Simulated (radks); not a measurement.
Species: Eu V. Configuration: [Xe] 4f4 6p1 (not the ground configuration).

Calculated with a radial shooting solver on a logarithmic mesh with Libxc functionals: Dirac Kohn-Sham, BLYP, spin-unpolarised, spherical densities, finite nucleus; open shells are shared between the two j in proportion to 2j + 1; Fermi nuclear charge, rms radius 5.1115 fm.

Energy parts (Ry):
| part | energy |
|---|---|
| total | -21695.9011 |
| kinetic | 23591.0937 |
| electron-nucleus | -52958.0958 |
| Hartree | 8153.9845 |
| exchange-correlation | -482.8835 |

Orbitals (lengths in bohr, moments of r in powers of bohr; <r^-3> diverges for s and p1/2; r(90%) holds 90 % of the orbital's charge):
orbital,occ.,eigenvalue (Ry),<r>,<r^-3>,<r^2>,r(90%),small-component weight
1s1/2,2,-3556.174,0.02232,-,0.0006793,0.0403,5.50e-02
2s1/2,2,-587.8691,0.09460,-,0.01062,0.147,1.21e-02
2p1/2,2,-558.0077,0.07907,-,0.007725,0.130,1.22e-02
2p3/2,4,-510.3762,0.08581,9386,0.008964,0.139,1.13e-02
3s1/2,2,-133.4214,0.2492,-,0.07111,0.366,3.81e-03
3p1/2,2,-120.5165,0.2389,-,0.06636,0.359,3.75e-03
3p3/2,4,-110.8128,0.2518,1974,0.07349,0.377,3.51e-03
3d3/2,4,-88.44993,0.2236,330.2,0.05890,0.349,3.39e-03
3d5/2,6,-86.34018,0.2277,294.8,0.06090,0.355,3.32e-03
4s1/2,2,-30.43038,0.5628,-,0.3575,0.808,1.22e-03
4p1/2,2,-25.42759,0.5748,-,0.3758,0.835,1.15e-03
4p3/2,4,-23.24238,0.6031,446.0,0.4134,0.876,1.07e-03
4d3/2,4,-14.98002,0.6370,63.92,0.4697,0.954,9.11e-04
4d5/2,6,-14.58090,0.6467,56.38,0.4840,0.968,8.89e-04
4f5/2,1.71429,-4.81412,0.7796,8.803,0.7502,1.28,5.77e-04
4f7/2,2.28571,-4.75556,0.7862,8.545,0.7630,1.29,5.69e-04
5s1/2,2,-7.13854,1.288,-,1.857,1.84,3.00e-04
5p1/2,2,-5.63378,1.404,-,2.215,2.02,2.54e-04
5p3/2,4,-5.26018,1.473,76.15,2.438,2.12,2.33e-04
6p1/2,0.333333,-2.13004,3.110,-,10.75,4.37,6.72e-05
6p3/2,0.666667,-2.04716,3.225,17.19,11.55,4.53,6.37e-05

The highest occupied level is 6p3/2 at -27.853 eV. Summed over all electrons, <r^2> = 41.36 bohr^2, which gives a Langevin (diamagnetic) susceptibility term of -32.8 x 10^-6 cm^3/mol. The density falls to 0.001 e/bohr^3 at r = 4.17 bohr. The electron density at the nucleus is 5.795e+05 e/bohr^3.

Run on one thread of a shared host, so times are rough (Arm Neoverse V2): 0.14 s of CPU time, 0.14 s wall, 14 iterations on 2228 mesh points.
